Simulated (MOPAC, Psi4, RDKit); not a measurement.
Relaxed torsion scan: C7H5NSe, SMILES N#Cc1ccccc1[SeH]. Scanned: dihedral C3–C8–Se9–H14; all other coordinates were relaxed at GFN2-xTB. Points at φ and −φ are mirror images. Heavy atoms are numbered in the order of the SMILES N#Cc1ccccc1[SeH], hydrogens after them in the order of the atoms that carry them; the mirror image has the same energies with the sign of each dihedral reversed.

- UFF // GFN2-xTB (RDKit)
- PM6, restricted, heats of formation // GFN2-xTB (MOPAC)
- PM7, restricted, heats of formation // GFN2-xTB (MOPAC)
- PBE-D3(BJ)/def2-SVP // GFN2-xTB (Psi4)

Energies relative to the lowest point of each profile, in eV; the last columns give the difference from PBE-D3(BJ):

| φ / ° | UFF | PM6 | PM7 | PBE-D3(BJ)/def2-SVP | UFF − PBE-D3(BJ)/def2-SVP | PM6 − PBE-D3(BJ)/def2-SVP | PM7 − PBE-D3(BJ)/def2-SVP |
|---|---|---|---|---|---|---|---|
| -150 | 0.219 | 0.029 | 0.045 | 0.076 | 0.144 | -0.047 | -0.031 |
| -120 | 0.061 | 0.066 | 0.058 | 0.144 | -0.083 | -0.078 | -0.086 |
| -90 | 0.000 | 0.080 | 0.058 | 0.163 | -0.163 | -0.084 | -0.105 |
| -60 | 0.087 | 0.050 | 0.036 | 0.104 | -0.017 | -0.053 | -0.068 |
| -30 | 0.262 | 0.010 | 0.007 | 0.030 | 0.232 | -0.020 | -0.023 |
| 0 | 0.385 | 0.000 | 0.000 | 0.000 | 0.385 | 0.000 | 0.000 |
| 30 | 0.262 | 0.010 | 0.007 | 0.030 | 0.232 | -0.020 | -0.023 |
| 60 | 0.087 | 0.050 | 0.036 | 0.104 | -0.017 | -0.053 | -0.068 |
| 90 | 0.000 | 0.080 | 0.058 | 0.163 | -0.163 | -0.084 | -0.105 |
| 120 | 0.061 | 0.066 | 0.058 | 0.144 | -0.083 | -0.078 | -0.086 |
| 150 | 0.219 | 0.029 | 0.045 | 0.076 | 0.144 | -0.047 | -0.031 |
| 180 | 0.318 | 0.010 | 0.038 | 0.037 | 0.281 | -0.027 | 0.001 |

UFF is furthest from PBE-D3(BJ)/def2-SVP at 0 (0.385 eV, above); its mean absolute difference over the points is 0.162 eV.

PM6 is furthest from PBE-D3(BJ)/def2-SVP at -90 (-0.084 eV, below); its mean absolute difference over the points is 0.049 eV.

PM7 is furthest from PBE-D3(BJ)/def2-SVP at -90 (-0.105 eV, below); its mean absolute difference over the points is 0.052 eV.
